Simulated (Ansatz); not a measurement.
Cost and result for the atomization energy of C$_{2}$H$_{6}$OSi (`CC1O[SiH2]1`) (10 atoms, 10 bonds).

```
atom   x (Å)   y (Å)   z (Å)
  C1   1.294   0.360   0.361
  C2  -0.042  -0.308   0.483
  O3  -1.179   0.632   0.572
 Si4  -1.330  -0.308  -0.791
  H5   1.316   1.070  -0.469
  H6   2.074  -0.388   0.193
  H7   1.535   0.905   1.278
  H8  -0.096  -1.054   1.277
  H9  -2.447  -1.279  -0.813
 H10  -1.126   0.369  -2.091
```

Charge 0, multiplicity 1. The geometry is a stationary point of PBE0-D4/def2-TZVP. Program: Ansatz. All runs use 2 threads of an Intel Xeon 6975P-C on a shared host. Times are those of one run each, without the atoms' runs, and a repeat can differ threefold. Electronic energies, without spin–orbit coupling; frozen cores. CCSD(T)/CBS adds CCSD(T) − MP2 in def2-TZVPP to the MP2 limit, and its time is that of the two runs behind it. T1 = 0.013. HSE06 is the plane-wave form, built on full-range PBE exchange.

CCSD(T)/CBS is a level of theory with its own doubt, some kJ/mol a heavy atom from the limit and from the frozen cores, so smaller differences don't rank the functionals.

```
                             level  functions  wall time
            LDA (SPW92)/def2-TZVPP        219      1.6 s
              revPBE-D4/def2-TZVPP        219      2.3 s
   PBE-D4/def2-TZVPP (with forces)        219      2.8 s
                PBE0-D4/def2-TZVPP        219        3 s
               HSE06-D4/def2-TZVPP        219      3.7 s
                  CCSD(T)/def2-SVP         90      3.9 s
           CAM-B3LYP-D4/def2-TZVPP        219        4 s
r2SCAN-D4/def2-TZVPP (with forces)        219        5 s
                ωB97X-V/def2-TZVPP        219      8.5 s
  ωB97M-V/def2-TZVPP (with forces)        219       11 s
                    MP2/def2-QZVPP        421       28 s
                CCSD(T)/def2-TZVPP        219       54 s
                 CCSD(T)/CBS(def2)          –       81 s
```

Task: What atomization energy does each give, and how far from CCSD(T)/CBS? (An estimate is asked.)

Result: Computed: 
```
                             level  atomization (kJ/mol)  difference from CCSD(T)/CBS  per bond
            LDA (SPW92)/def2-TZVPP                4228.5                        526.5      52.6
              revPBE-D4/def2-TZVPP                3677.9                        -24.1      -2.4
   PBE-D4/def2-TZVPP (with forces)                3764.0                         62.0       6.2
                PBE0-D4/def2-TZVPP                3698.3                         -3.7      -0.4
               HSE06-D4/def2-TZVPP                3701.2                         -0.8      -0.1
                  CCSD(T)/def2-SVP                3483.2                       -218.8     -21.9
           CAM-B3LYP-D4/def2-TZVPP                3711.4                          9.4       0.9
r2SCAN-D4/def2-TZVPP (with forces)                3712.1                         10.1       1.0
                ωB97X-V/def2-TZVPP                3712.8                         10.8       1.1
  ωB97M-V/def2-TZVPP (with forces)                3709.7                          7.7       0.8
                    MP2/def2-QZVPP                3717.3                         15.3       1.5
                CCSD(T)/def2-TZVPP                3605.5                        -96.5      -9.6
                 CCSD(T)/CBS(def2)                3702.0                          0.0       0.0
```

In def2-TZVPP, CCSD(T) changes the Hartree–Fock value by +923.8 kJ/mol (the triples alone add +54.2 kJ/mol) and MP2 by +977.9 kJ/mol; breaking electron pairs costs correlation energy, which Hartree–Fock lacks. The D4 term adds +27.7 kJ/mol with B3LYP and +14.3 kJ/mol with PBE0; it sums over pairs of atoms, weighted by their polarisabilities, and B3LYP, whose exchange is more repulsive, gets the larger term. From PBE to PBE0 (25 % exact exchange), in def2-TZVPP and without D4, the atomization energy moves by −62.8 kJ/mol: exact exchange takes away binding that semilocal exchange gives to molecules.

B3LYP here is the variant with VWN-RPA as its local correlation; programs differ in this.
